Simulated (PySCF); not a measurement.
**Basis-set dependence of population analyses: `BN([SiH3])[SiH3]`**

BH8NSi2.
Cartesian coordinates in Å at the PBE0-D3(BJ)/def2-SVP level; atoms count from 1:
```
atom  x, y, z in Å
B1    -0.0901    1.4735    0.1092
N2    -0.0577    0.0732   -0.0856
Si3    1.4769   -0.8132    0.0077
Si4   -1.5510   -0.8217   -0.4270
H5     0.9363    2.0741    0.3401
H6    -1.1438    2.0679    0.0447
H7     1.3957   -1.8372    1.0929
H8     2.5807    0.1452    0.2799
H9     1.7141   -1.5309   -1.2815
H10   -2.6994    0.1229   -0.4155
H11   -1.4383   -1.4906   -1.7584
H12   -1.7378   -1.8855    0.6056
```

PBE0 throughout (PySCF), one geometry, spherical d and f functions. Isolated species at its PBE0-D3(BJ)/def2-SVP geometry, gas phase. Atoms taken as equivalent share a column and are averaged.

Mulliken charges (e):

| basis | functions | B1 | N2 | Si3/Si4 | H5/H6 | H7 (×6) |
| --- | --- | --- | --- | --- | --- | --- |
| STO-3G | 36 | +0.116 | -0.573 | +0.639 | -0.075 | -0.112 |
| 6-31G | 60 | +0.297 | -1.060 | +0.737 | -0.050 | -0.102 |
| pcSseg-0 | 60 | +0.199 | -1.254 | +0.669 | +0.020 | -0.054 |
| 6-31G* | 80 | +0.111 | -0.651 | +0.484 | -0.024 | -0.063 |
| cc-pVDZ | 104 | +0.022 | -0.328 | +0.316 | -0.046 | -0.039 |
| def2-SVP | 104 | +0.055 | -0.520 | +0.467 | -0.038 | -0.066 |
| 6-311+G(2d,p) | 172 | +0.075 | -0.873 | +0.578 | -0.011 | -0.056 |
| aug-cc-pVDZ | 172 | -1.423 | -0.243 | -0.786 | +0.631 | +0.329 |
| def2-TZVP | 184 | -0.088 | -0.185 | +0.183 | -0.002 | -0.015 |
| IGLO-III | 238 | +0.291 | -0.779 | +0.809 | -0.083 | -0.161 |
| cc-pVTZ | 240 | -0.107 | -0.151 | +0.183 | -0.001 | -0.018 |

IAO charges (e):

| basis | functions | B1 | N2 | Si3/Si4 | H5/H6 | H7 (×6) |
| --- | --- | --- | --- | --- | --- | --- |
| STO-3G | 36 | -0.011 | -0.664 | +0.709 | -0.021 | -0.117 |
| 6-31G | 60 | -0.019 | -0.662 | +0.577 | -0.001 | -0.078 |
| pcSseg-0 | 60 | -0.026 | -0.671 | +0.577 | -0.005 | -0.075 |
| 6-31G* | 80 | +0.005 | -0.730 | +0.710 | -0.006 | -0.114 |
| cc-pVDZ | 104 | -0.019 | -0.712 | +0.700 | -0.001 | -0.111 |
| def2-SVP | 104 | -0.009 | -0.718 | +0.721 | -0.006 | -0.117 |
| 6-311+G(2d,p) | 172 | -0.013 | -0.740 | +0.736 | -0.002 | -0.119 |
| aug-cc-pVDZ | 172 | -0.018 | -0.717 | +0.701 | -0.001 | -0.111 |
| def2-TZVP | 184 | -0.010 | -0.747 | +0.747 | -0.002 | -0.122 |
| IGLO-III | 238 | -0.013 | -0.745 | +0.745 | -0.001 | -0.121 |
| cc-pVTZ | 240 | -0.011 | -0.739 | +0.731 | -0.002 | -0.118 |

Some averages cover members that differ in this geometry, most widely: H7 (×6), Mulliken in aug-cc-pVDZ +0.312 to +0.352 e.

Q: Which scheme is steadiest as the basis changes?

A: Largest range over the bases for any column: IAO 0.17 e, Mulliken 1.72 e. IAO charges move least and Mulliken charges most, counted in e. Without the minimal STO-3G basis the ranges are IAO 0.17, Mulliken 1.72 e.

Q: How much do the charges still move between the two largest bases, IGLO-III and cc-pVTZ?

A: At most, over all atoms: Mulliken 0.628 e, IAO 0.013 e.

Q: What do the same runs give for the total energy, the frontier levels and the dipole moment?

A: 
| basis | energy (Eh) | HOMO (eV) | LUMO (eV) | μ (D) |
| --- | --- | --- | --- | --- |
| STO-3G | -655.3804 | -5.55 | 4.05 | 2.13 |
| 6-31G | -662.9499 | -8.16 | 0.24 | 1.27 |
| pcSseg-0 | -662.2073 | -8.45 | -0.02 | 1.16 |
| 6-31G* | -663.0467 | -8.33 | 0.10 | 1.02 |
| cc-pVDZ | -663.0797 | -8.37 | -0.19 | 0.95 |
| def2-SVP | -662.8444 | -8.45 | -0.22 | 0.95 |
| 6-311+G(2d,p) | -663.1323 | -8.47 | -0.57 | 0.87 |
| aug-cc-pVDZ | -663.0869 | -8.42 | -0.57 | 0.89 |
| def2-TZVP | -663.1426 | -8.50 | -0.47 | 0.85 |
| IGLO-III | -663.1450 | -8.47 | -0.54 | 0.86 |
| cc-pVTZ | -663.1431 | -8.48 | -0.42 | 0.87 |

The dipole is fixed by the density alone, so its range of 1.28 D shows that the density itself changes with the basis, not only its division among atoms.
